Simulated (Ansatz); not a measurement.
Isolated molecules relaxed with PBE0-D4/def2-TZVP in Ansatz; ΔE leaves out vibrations. CBS: MP2 limit from def2 TZ/QZ plus the TZ coupled-cluster correction, frozen cores. This one scheme is used for every species. Functionals use def2-TZVPP. For Ga outer-core shells are correlated without core-valence functions, which leaves a few kJ/mol of doubt a bond. Scalar relativity is left out up to krypton. Each species was taken in one conformer, which may not be the lowest.

`[OH][Ga]([Cl])[Cl]` + H₂O → `[OH][Ga]([OH])[Cl]` + HCl  (formal hydrolysis of a Ga–Cl bond)

```json
{"species": "`[OH][Ga]([Cl])[Cl]`", "B97M-V energy (Eh)": "-2920.65743"}
{"species": "H₂O", "B97M-V energy (Eh)": "-76.43622"}
{"species": "`[OH][Ga]([OH])[Cl]`", "B97M-V energy (Eh)": "-2536.37376"}
{"species": "HCl", "B97M-V energy (Eh)": "-460.69783"}
```

(1) Work out ΔE.

Largest T1 diagnostic among the species: 0.013.

## Answers

(1) ΔE = (-2536.37376) + (-460.69783) − (-2920.65743) − (-76.43622) = 0.02206 Eh = +57.9 kJ/mol. CCSD(T)/CBS gives +56.7 kJ/mol.

In def2-TZVPP, CCSD(T) changes the Hartree–Fock value by −11.1 kJ/mol (the triples alone add −0.6 kJ/mol) and MP2 by −9.7 kJ/mol. At CCSD(T), def2-SVP lies −6.8 kJ/mol from the extrapolated value and def2-TZVPP −4.4 kJ/mol.
